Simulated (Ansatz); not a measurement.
Molecule: HgCl, charge 1, multiplicity 1. 
Structure (B3LYP-D3(BJ)/def2-TZVP (Ansatz, a quantum-chemistry and plane-wave program) minimum search):
```xyz
2

Hg     0.0000     0.0000    -0.3980
Cl     0.0000     0.0000     1.8728
```
Charge +1, spin multiplicity 1.

Property: vertical electron affinity (to the doublet state of charge +0; a negative value means that the extra electron is unbound and the number depends on the basis; each state is the SCF solution reached for its spin; for the singlet T1 is 0.025), in eV. Cores are frozen in the correlated levels unless marked. Open shells are spin-unrestricted. No spin-orbit coupling. Frozen are the shells of the preceding noble gas and the d and f shells that filled before the atom's block. In def2 rows, elements after Kr have scalar-relativistic effective core potentials. CBS(X,Y): correlation extrapolated as X^-3; Hartree-Fock from the larger set.

| level | program | vertical electron affinity (eV) |
|---|---|---|
| PBE/def2-TZVPD | Ansatz | 9.26 |
| r2SCAN/def2-TZVPD | Ansatz | ___ |
| B3LYP/def2-TZVPD | Ansatz | ___ |
| PBE0/def2-TZVPD | Ansatz | 9.28 |
| BHLYP/def2-TZVPD | Ansatz | 9.22 |
| CAM-B3LYP/def2-TZVPD | Ansatz | ___ |
| wB97M-V/def2-TZVPD | Ansatz | 9.14 |
| wB97X-V/def2-TZVPD | Ansatz | ___ |
| wB97X/def2-TZVPD | Ansatz | 9.18 |
| CCSD/def2-SVPD | Ansatz | 9.10 |
| CCSD/def2-TZVPPD | Ansatz | 9.14 |
| CCSD/def2-QZVPPD | Ansatz | 9.21 |
| CCSD(T)/CBS(def2-TZVPPD,def2-QZVPPD) | Ansatz | 9.28 |

Question: Complete the blanks.

Answer: 
- r2SCAN/def2-TZVPD, vertical electron affinity (eV): 9.42
- B3LYP/def2-TZVPD, vertical electron affinity (eV): 9.35
- CAM-B3LYP/def2-TZVPD, vertical electron affinity (eV): 9.40
- wB97X-V/def2-TZVPD, vertical electron affinity (eV): 9.20
